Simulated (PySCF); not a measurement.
Species: C4H7N3S.
Atom-mapped SMILES: `[CH3:1][S:2][c:3]1[cH:4][n:5][n:6]([CH3:7])[n:8]1`

Definitions: NICS(0) = −σiso at the ring centroid; NICS(1) = −σiso and NICS(1)zz = −σzz at ±1 Å along the ring normal z. Level: GIAO PBE0/pcSseg-1 (PySCF, non-relativistic, gas phase) on the GFN2-xTB geometry, one conformer.

Ring bond lengths (Å), with Mayer bond orders in brackets: C3–C4 1.406 (1.28), C4–N5 1.322 (1.51), N5–N6 1.310 (1.25), N6–N8 1.318 (1.20), N8–C3 1.331 (1.41).

What do the NICS probes read (ppm)?

```tsv
ring	type	NICS(0)	NICS(1), two faces	NICS(1)zz, two faces	rms pucker (Å)	centre to ring atoms, mean (Å)
C3–C4–N5–N6–N8	5-membered ring with 3 N; formal bonds all aromatic	-12.2	-12.6 / -12.5	-30.8 / -30.3	0.00	1.14
```

What can be read from them?

- C3–C4–N5–N6–N8: mean NICS(1)zz -30.5 ppm, shielded, aromatic by this magnetic criterion (flat ring, no four-coordinate atom).

What does the geometric index give? HOMA takes Krygowski's 1993 parameters.

- C3–C4–N5–N6–N8: HOMA 0.98; the largest term is that of C3–C4, α(R − Ropt)² = 0.08. The geometric and the magnetic index point the same way.

Give the inner angles of the rings and the Hirshfeld charges of the ring atoms.

- C3–C4–N5–N6–N8: C3 107.9° (-0.010 e), C4 107.6° (-0.046 e), N5 105.3° (-0.133 e), N6 114.8° (+0.094 e), N8 104.4° (-0.137 e); sum 540.0° against 540° for a flat convex ring.

How shielded are the nuclei of the rings and their hydrogens (means over atoms taken as equivalent)?

| atoms | environment | σ isotropic (ppm) | principal values of the symmetric part, first atom (ppm) |
| --- | --- | --- | --- |
| C3 | substituted aromatic carbon | 35.2 | -29.4, 23.2, 111.6 |
| C4 | aromatic CH next to a ring nitrogen | 52.4 | -25.7, 56.0, 127.1 |
| N5 | pyridine-type nitrogen | -102.8 | -328.1, -136.5, 156.0 |
| N6 | pyrrole-type nitrogen | 2.9 | -125.9, 49.7, 84.9 |
| N8 | pyridine-type nitrogen | -79.0 | -273.0, -121.3, 157.3 |
| H on C4 | aromatic hydrogen | 24.35 | 21.6, 24.1, 27.4 |

Rough CPU time on one thread of a shared machine: about 70 s. This is the whole shielding run at PBE0/pcSseg-1, SCF included.

Conformer computed: `[CH3:1][S:2][c:3]1[cH:4][n:5][n:6]([CH3:7])[n:8]1`: C1–S2–C3–C4 -179°.
